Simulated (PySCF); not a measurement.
Compound: CH₇NO₂Si₂.
Numbering: `[NH2:1][Si@H:2]([CH:3]=[O:4])[O:5][SiH3:6]` (hydrogens: H7, H8 on N1; H9 on Si2; H10 on C3; H11, H12, H13 on Si6)

Theory: PBE0-D3(BJ)/def2-SVP geometry optimisation, gas phase (PySCF 2.14.0).

(1) List the bond lengths, angles and torsions at this level.

Answers

(1) 
| bond | length (Å) | order |
| --- | --- | --- |
| N1–Si2 | 1.703 | single |
| Si2–C3 | 1.929 | single |
| C3=O4 | 1.210 | double |
| Si2–O5 | 1.664 | single |
| O5–Si6 | 1.665 | single |
| N1–H7, N1–H8 | 1.013 | single |
| Si2–H9 | 1.488 | single |
| C3–H10 | 1.126 | single |
| Si6–H11, Si6–H12, Si6–H13 | 1.493 | single |

Bonds in one row agree within 0.01 Å and their mean is given. Orders are formal, as drawn. A selection of angles:
| angle | degrees |
| --- | --- |
| Si2–N1–H7 | 117.3 |
| Si2–N1–H8 | 127.5 |
| H7–N1–H8 | 114.3 |
| N1–Si2–C3 | 101.6 |
| N1–Si2–O5 | 114.4 |
| N1–Si2–H9 | 114.8 |
| C3–Si2–O5 | 106.9 |
| C3–Si2–H9 | 113.6 |
| O5–Si2–H9 | 105.5 |
| Si2–C3–O4 | 119.8 |
| Si2–C3–H10 | 120.8 |
| O4–C3–H10 | 119.3 |
| Si2–O5–Si6 | 135.9 |
| O5–Si6–H11 | 107.7 |
| O5–Si6–H12 | 110.8 |
| H11–Si6–H12 | 109.3 |

Dihedral angles: N1–Si2–C3–O4 -3° (synperiplanar); N1–Si2–O5–Si6 20° (synperiplanar).

Si2 (oxygen-bound silicon) is distorted tetrahedral (angles from 101.6° to 114.8°). Si6 (oxygen-bound silicon) is tetrahedral (angles from 107.7° to 110.8°). N1 (silicon-bound nitrogen) is almost planar (angles 127.5°, 117.3° and 114.3°, sum 359.1°, 0.06 Å off the plane of its three neighbours). Of the pairs four or more bonds apart, O4···H7 is among the closest relative to their van der Waals radii: 2.43 Å, 89 % of the sum of Bondi's values.

Point group: C1 (no symmetry element, even within 0.4 Å). No PBE0-D3(BJ)/def2-SVP frequencies stand behind this structure, so it isn't proved a minimum. The numbers are those of one conformer (H–N1–Si2–C3 5° and -163°, N1–Si2–C3–O4 -3°, N1–Si2–O5–Si6 20°).
